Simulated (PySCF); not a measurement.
## How methods differ on the ionisation energy of Nb⁴⁰⁺

Nb⁴⁰⁺ 1s1 (2S) → Nb⁴¹⁺ (bare nucleus), as a difference of total energies. Computed with PySCF 2.14 in an uncontracted even-tempered set (17 s from 66 bohr⁻², ratio 2.2; 7 p from 99 bohr⁻², ratio 2.4; 4 d from 300 bohr⁻², ratio 2.4; 3 f from 450 bohr⁻², ratio 2.4; 3 g from 670 bohr⁻², ratio 2.4), with scalar relativity by spin-free X2C-1e. The calculations carry no spin-orbit coupling.

```
method  ionisation energy (eV)
   UHF                 23406.7
   LDA                 23357.4
   PBE                 23401.7
  PBE0                 23403.0
r2SCAN                 23407.8
revPBE                 23407.1
 M06-L                 23411.7
```

For one electron Hartree-Fock is exact for this Hamiltonian up to the basis; QED and nuclear recoil make up the gap, and the density functionals add self-interaction.

For comparison: 23388.8 eV (theoretical estimate listed by NIST; NIST Atomic Spectra Database, ionization energies).
